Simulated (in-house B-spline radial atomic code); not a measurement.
The outermost shell (largest non-relativistic mean radius) with and without relativity; Dirac values are averaged over j. Computed with an all-electron radial atomic-structure program (B-spline basis): non-relativistic Hartree-Fock and Dirac-Hartree-Fock, averages of the configuration (point nuclei without relativity, finite nuclei with it).

```tsv
ion	configuration	outermost shell	radius non-relativistic (bohr)	radius Dirac (bohr)	radius change (%)	level non-relativistic (eV)	level Dirac (eV)	spin-orbit splitting (eV)
Mg3+	[He] 2s2 2p5	2s	0.66902	0.66741	-0.24041	-149.658	-150.06	-
Al3+	[He] 2s2 2p6	2s	0.61938	0.6176	-0.28669	-167.378	-167.93	-
Si3+	[Ne] 3s1	3s	1.8702	1.8661	-0.21648	-44.666	-44.759	-
P3+	[Ne] 3s2	3s	1.6962	1.6919	-0.24786	-49.883	-50.003	-
S3+	[Ne] 3s2 3p1	3p	1.6747	1.6739	-0.051962	-46.714	-46.713	0.12501
Cl3+	[Ne] 3s2 3p2	3p	1.5277	1.5267	-0.068286	-51.873	-51.877	0.17873
Ar3+	[Ne] 3s2 3p3	3p	1.4054	1.4042	-0.085708	-57.135	-57.144	0.24799
```
